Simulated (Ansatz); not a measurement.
As₇⁻. Charge -1, multiplicity 1. Geometry PBE0-D4/def2-SVPD; atoms count from 1.

```xyz
7

As   -1.3033    2.3464    1.5392
As    0.0796   -0.0867   -1.1612
As    2.0393   -1.2887   -2.1163
As    0.9537    1.7798    1.3979
As   -2.0906    0.1658    1.3022
As    0.2475   -0.5599    1.2284
As    0.0737   -2.3568   -2.1902
```

Another isomer (singlet) lies 1.67 eV lower at PBE0-D4/def2-SVP; other spin states weren't run for this one.

Q: Estimate the Mulliken populations from the PBE0/def2-SVP orbitals of Ansatz.

A: 
| atom | charge (e) |
| --- | --- |
| As1 | -0.15 |
| As2 | 0.04 |
| As3 | -0.13 |
| As4 | -0.25 |
| As5 | -0.25 |
| As6 | -0.13 |
| As7 | -0.13 |
Mulliken values depend strongly on the basis.

Q: And the Mayer bond orders between heavy atoms (over 0.3)?

A: As1–As4 1.40 (2.33 Å); As1–As5 1.40 (2.33 Å); As2–As3 0.90 (2.49 Å); As2–As6 0.94 (2.44 Å); As2–As7 0.90 (2.49 Å); As3–As7 1.91 (2.24 Å); As4–As6 0.99 (2.45 Å); As5–As6 0.99 (2.45 Å).
